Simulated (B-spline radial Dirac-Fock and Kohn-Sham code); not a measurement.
## Tc⁴⁺: non-radiative channels of the M5 vacancy

System: Tc⁴⁺ in the configuration [Kr] 4d3.

Input file task.json (cfg lists n, l and occupation; rrms is the nuclear radius in fm):

```json
{"items": [{
  "Z": 43,
  "q": 4,
  "cfg": [[1, 0, 2], [2, 0, 2], [2, 1, 6], [3, 0, 2], [3, 1, 6], [3, 2, 10], [4, 0, 2], [4, 1, 6], [4, 2, 3]],
  "A": 97,
  "rrms": 4.4112,
  "do": ["binding", "quiet", "decay"],
  "holes": ["K", "L1", "L2", "L3", "M1", "M2", "M3", "M4", "M5", "N1", "N2", "N3"]
}]}
```

Launch: `python xray_run.py task.json out`

These are calculated numbers from a radial B-spline solver; the model is a relativistic independent-particle model: LDA orbitals of the hole state, radiative multipoles to third order, Auger rates from the Coulomb interaction with a continuum orbital, Dirac-Fock energies. Kinetic energies are configuration averages from the vacuum level; the two-hole energies are estimated from single-hole states.

| transition | kinetic energy (eV) | width (meV) | share (%) |
| --- | --- | --- | --- |
| M5-N1N1 | 28.09 | 2.05 | 1.6 |
| M5-N1N2 | 63.45 | 6.42 | 5.1 |
| M5-N1N3 | 66.71 | 15.8 | 12.4 |
| M5-N2N3 | 97.91 | 7.90 | 6.2 |
| M5-N3N3 | 100.8 | 4.40 | 3.5 |
| M5-N1N4 | 110.1 | 2.63 | 2.1 |
| M5-N1N5 | 110.5 | 21.6 | 17.1 |
| M5-N2N5 | 142.9 | 17.8 | 14.1 |
| M5-N3N4 | 145.8 | 1.65 | 1.3 |
| M5-N3N5 | 146.6 | 30.6 | 24.2 |
| M5-N4N5 | 190.1 | 7.03 | 5.6 |
| M5-N5N5 | 190.5 | 8.26 | 6.5 |

The listed channels hold 100 % of the non-radiative rate. Summed by principal shells, of 0.127 eV in all: MNN 100.0 %.
